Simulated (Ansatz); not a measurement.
`BC(B)(C)O` + H₂ → `BC(B)C` + H₂O at 700 K and 1 bar (hydrogenolysis of a C–O bond).

Program: Ansatz. Geometries: PBE0-D4/def2-TZVP. ΔE: electronic, gas phase. CBS: MP2 limit from def2 TZ/QZ plus the TZ coupled-cluster correction, frozen cores. This one scheme is used for every species. One conformer a species, not always the lowest.

```tsv
species	CCSD(T)/CBS energy (Eh)	H − E (kJ/mol)	S (J/(mol·K))
`BC(B)(C)O`	-205.62659	350.5	451.9
H₂	-1.17544	46.8	155.3
`BC(B)C`	-130.46858	326.6	434.2
H₂O	-76.37941	80.5	218.4
```

H − E and S are ideal-gas, rigid-rotor, harmonic terms from PBE0-D4/def2-TZVP, for one conformer and one mirror image of each species. The MP2-based limit puts H₂ 0.8 mEh under its directly extrapolated value; such offsets cancel only in part. 1 Eh = 2625.50 kJ/mol, R = 8.31446 J/(mol·K).

Task: By hand: ΔE, ΔH, ΔS and ΔG.

Result: ΔE = (-130.46858) + (-76.37941) − (-205.62659) − (-1.17544) = -0.04596 Eh = -120.7 kJ/mol. Δ(H − E) = 326.6 + 80.5 − 350.5 − 46.8 = 9.8, so ΔH = -110.9 kJ/mol. ΔS = 434.2 + 218.4 − 451.9 − 155.3 = 45.4 J/(mol·K). ΔG = -110.9 − 700 × (45.4)/1000 = -142.7 kJ/mol.

Task: By hand: the equilibrium constant, and the temperature at which ΔG would vanish if ΔH and ΔS stayed fixed.

Result: log₁₀ K = −ΔG/(RT ln 10) = 10.6. ΔH and −TΔS have one sign here, so there is no such temperature.

ΔH outweighs TΔS. A doubt of 5 kJ/mol in ΔE shifts log₁₀ K by 0.4 here. Other conformers and mirror images would add mixing entropy, several J/(mol·K) or more a flexible species. These are equilibria of isolated gas molecules and say nothing of rates. Largest T1 diagnostic: 0.012 (customary marks: 0.02 for closed shells, 0.045 for open ones).
